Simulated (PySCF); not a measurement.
BaLi at PBE0

Computed with PBE0; Ba x2c-TZVPall, Li x2c-TZVPall; spin-free X2C with a Gaussian nucleus (PySCF 2.14).

```json
{"state": "²Σ⁺ (doublet), unpaired electrons σ ↑", "bond length": "3.698 Å", "harmonic wavenumber": "187 cm⁻¹", "force constant": "0.138 mdyn/Å", "rotational constant Be": "0.1846 cm⁻¹", "anharmonicity ωexe": "1.79 cm⁻¹", "vibration–rotation constant αe": "0.00207 cm⁻¹", "well depth De to Ba + Li": "0.45 eV", "dissociation energy D0": "0.44 eV", "bond order (Mayer)": "0.82", "dipole moment (positive dipole means Ba(−)Li(+))": "-0.87 D"}
```

Spin–orbit coupling is left out. The state was picked by a PBE0 search and need not be the measured ground state.
